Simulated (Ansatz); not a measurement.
System: C$_{4}$H$_{3}$OSe, charge 0, multiplicity 2. It need not be the lowest isomer of its formula. SMILES: Oc1c[c][se]c1
Coordinates optimised at B3LYP-D3(BJ)/def2-TZVP (Ansatz, an electronic-structure program):
```xyz
9

O      2.7041     0.6473    -0.1929
C      1.4234     0.1843    -0.0926
C      1.1049    -1.2227     0.0062
C     -0.2193    -1.4248     0.0941
Se    -1.2717     0.0995     0.0676
C      0.3642     1.0343    -0.0801
H      3.3199    -0.0927    -0.1861
H      1.8540    -2.0041     0.0077
H      0.3910     2.1090    -0.1431
```
Charge 0, spin multiplicity 2.

Quantity: atomisation energy (electronic, to ground-state atoms), in kJ/mol. Cores are frozen in the correlated levels unless marked. Open shells are spin-unrestricted. No spin-orbit coupling. The frozen core is the preceding noble-gas configuration, with the filled d and f shells of earlier blocks. No relativistic terms. The coupled-cluster limit lacks core correlation, which all-electron functionals hold. CBS(X,Y): correlation extrapolated as X^-3; Hartree-Fock from the larger set. [CCSD(T)-MP2]/basis is that difference in the basis named.

| level | program | atomisation energy (kJ/mol) |
|---|---|---|
| HF/cc-pVTZ | Ansatz | 2614.6 |
| SVWN5/def2-TZVPD | Ansatz | 4598.9 |
| PBE-D3(BJ)/def2-TZVPD | Ansatz + dftd3 | 4049.6 |
| revPBE-D3(BJ)/def2-TZVPD | Ansatz + dftd3 | 3902.8 |
| PBE0/6-31G* | Ansatz | 3868.3 |
| PBE0-D4/def2-TZVPD | Ansatz + dftd4 | 3919.2 |
| PBE0/def2-QZVPP | Ansatz | 3902.4 |
| BHLYP-D3(BJ)/def2-TZVPD | Ansatz + dftd3 | 3654.9 |
| CAM-B3LYP-D3(BJ)/def2-TZVPD | Ansatz + dftd3 | 3835.6 |
| wB97X-V/def2-TZVPD | Ansatz | 3836.3 |
| B2GP-PLYP/def2-TZVPD | Ansatz | 3777.9 |
| B2PLYP-D4/def2-TZVPD | Ansatz + dftd4 | 3809.1 |
| RI-MP2/cc-pVTZ | Ansatz | 3782.2 |
| SCS-MP2/cc-pVDZ | Ansatz | 3465.6 |
| SCS-MP2/cc-pVTZ | Ansatz | 3694.1 |
| SCS-MP2/cc-pVQZ | Ansatz | 3774.7 |
| CCSD/STO-3G | Ansatz | 3606.9 |
| CCSD/cc-pVQZ | Ansatz | 3665.9 |
| CCSD(T)/cc-pVQZ | Ansatz | 3773.2 |
| RI-MP2/CBS(cc-pVTZ,cc-pVQZ)+[CCSD(T)-MP2]/cc-pVQZ | Ansatz | 3821.0 |
| CCSD(T)/CBS(cc-pVTZ,cc-pVQZ) | Ansatz | 3821.8 |

The UHF reference is spin-contaminated (<S^2> 0.42 over the pure value in the largest basis).
